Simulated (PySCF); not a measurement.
## Electron correlation in Sn(3+) (tin, charge +3)

[Kr] 4d10 5s1, 2S determinant. Computed with PySCF 2.14 in x2c-TZVPPall (8s6p4d2f, 60 functions), with the spin-free X2C one-electron Hamiltonian (Gaussian nucleus). Frozen: [Ar] 3d10; 19 electrons correlated.

MP2 pair energies summed by pair of shells (mhartree):

```csv
pair,energy,share (%)
4d-4d,-154.94,54.5
4p-4d,-49.86,17.5
4d-5s,-38.56,13.6
4p-4p,-16.20,5.7
4s-4d,-10.77,3.8
4s-4p,-7.97,2.8
4p-5s,-4.11,1.4
4s-4s,-1.44,0.5
4s-5s,-0.36,0.1
```

Total MP2 correlation energy: -284.22 mhartree.

Same-spin part -101.39 and opposite-spin part -182.83 mhartree; SCS-MP2 scales them by 1/3 and 6/5 to -253.19 mhartree.

This basis was not built for core-valence correlation, so the inner-shell part is incomplete.
